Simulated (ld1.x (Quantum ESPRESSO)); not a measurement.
lithium: one change to an RRKJ potential, before and after

ld1.x (Quantum ESPRESSO) 7.5 input, shortened:

```
&input
   title='Li', zed=3., rel=1, dft='PZ', iswitch=3,
   config='[He] 2s1 2p0 3d-2'
 /
 &inputp
   pseudotype=2, tm=.false., lloc=0,
   nlcc=.true., rcore=1.60
 /
3
2P  2  1   0.00   0.00  4.20  4.20  0.0
3D  3  2  -2.00  -0.15  3.75  3.75  0.0
2S  1  0   1.00   0.00  3.35  3.35  0.0
 &test
   configts(1)='2s1 2p0'
 /
```

All-electron outer shells of the reference configuration (LDA (PZ), scalar-relativistic, ld1.x):

```csv
shell,level (eV),outermost node (bohr),outermost maximum (bohr)
1s,-51.10,–,0.36
2s,-2.88,0.84,3.12
2p,-1.13,–,3.91
```

Change: wave 2s (bound): rc 3.35 bohr becomes 2s (bound): rc 4.64 bohr.

Cutoffs: the cutoffs (Ry, on a coarse ladder) from which the occupation-weighted sum of valence levels, in a spherical-Bessel basis at the reference potential, stays within 10 and 1 mRy of its value at 400 Ry; they do not see the model core or the augmentation charge, which bear on the density cutoff. Errors are all-electron minus pseudo energies relative to the spin-unpolarised reference configuration.

Task: Predict the effect on cutoff, ghosts and configuration errors.

Result: Both files are so soft that the ladder of cutoffs tells neither apart; of the 4 tests that both files solve, the error grows in 4 and shrinks in 0 by more than 15 % and 0.3 meV (median size 0.4 → 3.7 meV); neither file shows a bound ghost. More of the atom is replaced by a form fitted at one configuration, so other configurations suffer.

| quantity | base | changed |
| --- | --- | --- |
| cutoff, loose | 6 Ry | 6 Ry |
| cutoff, tight | 6 Ry | 6 Ry |
| bound ghosts | none | none |
| error for 2s0.5 2p0, meV [ΔE 2.04 eV] | +0.4 | -1.9 |
| error for 2s0 2p1, meV [ΔE 1.75 eV] | -8.3 | -17 |
| error for 2s1 2p0 (spin-polarised), meV [ΔE -0.23 eV] | -0.4 | -3.8 |
| error for 2s0.5 2p0 (spin-polarised), meV [ΔE 1.95 eV] | -0.1 | -3.6 |
